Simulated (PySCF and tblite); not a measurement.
Values are calculated unless marked as measured or tabulated.
# Rotation: stationary points, barriers and rates

System: C₂HF₃O₂, numbered as in [O:1]=[C:2]([OH:3])[C:4]([F:5])([F:6])[F:7].

Motion: rotation about the C2–O3 bond (torsion O1–C2–O3–H from 0° to 180°, rising). Geometries: GFN2-xTB; energies: revPBE/pcSseg-1 + D3(BJ), IEF-PCM chloroform; zero-point and thermal terms from GFN2-xTB harmonic modes (soft modes blended into free rotors). Rates follow Eyring's equation with the number of equivalent paths and no tunnelling. Run with tblite and PySCF.

| point | symmetry | E(GFN2) kcal/mol | E(DFT) kcal/mol | ZPE change kcal/mol | lowest mode cm⁻¹ | dipole D |
| --- | --- | --- | --- | --- | --- | --- |
| start | Cs | 0.0 | 0.0 | 0.00 | 28 | 2.78 |
| saddle | C1 | 13.2 | 11.7 | -1.21 | 663i | 2.84 |
| end | Cs | 4.7 | 2.6 | -0.19 | 19 | 3.44 |

```json
{
 "Electronic barrier": "11.7 kcal/mol",
 "Barrier with zero-point energy": "10.5 kcal/mol",
 "ΔH‡ (298 K)": "10.4 kcal/mol",
 "ΔS‡ (298 K, symmetry apart)": "-0.2 cal/(mol K)",
 "Paths": "2 equivalent paths",
 "End point": "a different minimum",
 "Mean lifetime of the start against this motion at 298 K": "4 µs",
 "Cost": "18 s on 1 thread of AMD EPYC 9R14, shared host (rough), peak memory 0.61 GiB, launched as `OMP_NUM_THREADS=1 python ens_run.py task.json out`"
}
```

| T/K | ΔG‡ kcal/mol | k s⁻¹ | ΔG kcal/mol | k back s⁻¹ |
| --- | --- | --- | --- | --- |
| 200 | 10.5 | 29 | 2.4 | 1.2×10⁴ |
| 250 | 10.5 | 7000 | 2.4 | 8.7×10⁵ |
| 298 | 10.5 | 2.5×10⁵ | 2.4 | 1.4×10⁷ |
| 350 | 10.5 | 4×10⁶ | 2.4 | 1.2×10⁸ |
| 400 | 10.5 | 2.9×10⁷ | 2.4 | 5.7×10⁸ |

ΔG and ΔG‡ leave out symmetry numbers and mirror images; rates count paths: 2 out, 2 back.
